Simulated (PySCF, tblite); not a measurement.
Complex of silanol and 4 × hydrogen fluoride

A gas-phase complex of silanol and 4 × hydrogen fluoride; neutral, singlet. The structure comes from a short search (6 tight-binding starts) and was relaxed by PBE0-D3(BJ)/def2-SVPD; another way of binding may lie lower. No frequency run checks that it is a minimum.

Parts: 1 = silanol (O[SiH3]), atoms 1–6; 2 = hydrogen fluoride (F), atoms 7–8; 3 = hydrogen fluoride (F), atoms 9–10; 4 = hydrogen fluoride (F), atoms 11–12; 5 = hydrogen fluoride (F), atoms 13–14.

```
atom  part   x (Å)   y (Å)   z (Å)
  O1     1   0.887  -0.423   1.497
 Si2     1   0.142   0.199   0.097
  H3     1   0.546  -0.152   2.378
  H4     1   0.230   1.684   0.110
  H5     1  -1.280  -0.239   0.071
  H6     1   0.917  -0.383  -1.028
  F7     2   3.012  -1.492   1.711
  H8     2   2.108  -1.052   1.587
  F9     3   4.008  -0.827   3.787
 H10     3   3.647  -1.121   2.928
 F11     4   0.199   0.292   3.923
 H12     4   0.988   0.309   4.465
 F13     5   2.329   0.269   5.168
 H14     5   3.030  -0.159   4.658
```

```tsv
contact	kind (by geometry)	distance (Å)	angle (°)
H8···O1	hydrogen bond	1.376	176
H10···F7	hydrogen bond	1.421	175
H14···F9	hydrogen bond	1.471	175
H12···F13	hydrogen bond	1.515	173
H3···F11	hydrogen bond	1.644	172
```

Deforming the relaxed parts to their shape here costs 8.9 kcal/mol, which the interaction energies leave out.

Interaction energies are complex less parts, with the parts frozen as they stand in it; counterpoise-corrected, in kcal/mol (PySCF).

(1) Give the interaction energy at each level run.

(2) What holds them together? Decompose the wB97M-D3(BJ)/def2-SVPD energy: frozen parts, their antisymmetrised product, then relaxation.

The parts were also relaxed and run alone, at the levels used for the complex: shieldings by PBE0/pcSseg-1; core levels by delta-SCF with SCAN, pcX-2 on the ionised atom and pcseg-1 elsewhere, spin-free X2C.

(3) How do these values change when the complex forms?

Answers

(1) 
```
                 level  interaction  superposition error removed
wB97M-D3(BJ)/def2-SVPD       -51.44                        -2.97
 PBE0-D3(BJ)/def2-SVPD       -56.31                        -3.26
```

(2) electrostatic -86.9, Pauli repulsion +116.6, orbital relaxation -80.4, dispersion correction -3.7 kcal/mol, which sum to the value before the counterpoise correction; the Pauli term holds the exchange-correlation of the frozen density too. Of the attraction, 51 % is electrostatic, 47 % is orbital relaxation, 2 % is dispersion correction.

(3) 
| property | alone | in the complex | change |
| --- | --- | --- | --- |
| F7–H8 bond (Å) | 0.920 | 1.013 | +0.093 |
| shielding of H8 (ppm) | 29.25 | 17.18 | -12.07 |
| shielding of O1 (ppm) | 336.2 | 320.6 | -15.5 |
| shielding of H10 (ppm) | 29.25 | 19.74 | -9.51 |
| shielding of F7 (ppm) | 410.5 | 388.4 | -22.1 |
| O1 1s core level (eV) | 538.73 | 539.72 | +0.99 |
| F7 1s core level (eV) | 694.12 | 692.96 | -1.15 |
| F9 1s core level (eV) | 694.12 | 693.51 | -0.61 |

Density functionals tend to overstate the lengthening and the red shift of so strongly bound an X–H bond.
